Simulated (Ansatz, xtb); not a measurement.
System: MgF, net charge 0, doublet state. SMILES: [F][Mg]
Coordinates optimised at B3LYP-D3(BJ)/def2-TZVP (Ansatz, a program for electronic structure):
```
Mg
F 1 1.7703
```
Charge 0, spin multiplicity 2.

Harmonic wavenumbers from GFN2-xTB (xtb, at its own minimum), cm⁻¹: 570.

### Question
Give the harmonic wavenumbers at B3LYP-D3(BJ)/def2-TZVP (Ansatz, finite differences of forces, unscaled).

### Answer
690 cm⁻¹. Zero-point energy 1.0 kcal/mol.

### Question
From these and the geometry, give the ideal-gas thermochemistry at 298.15 K and 1 atm (rigid rotor, harmonic oscillator).

### Answer
Point group C∞v, rotational symmetry number 1. Rotational constants 15.12, 15.12 GHz. S(trans) 37.22, S(rot) 13.95, S(vib) 0.32, S(elec, spin only) 1.38, S 52.9 cal/(mol K). H(298) - H(0) 2.15 kcal/mol; G - E(el) -12.6 kcal/mol.
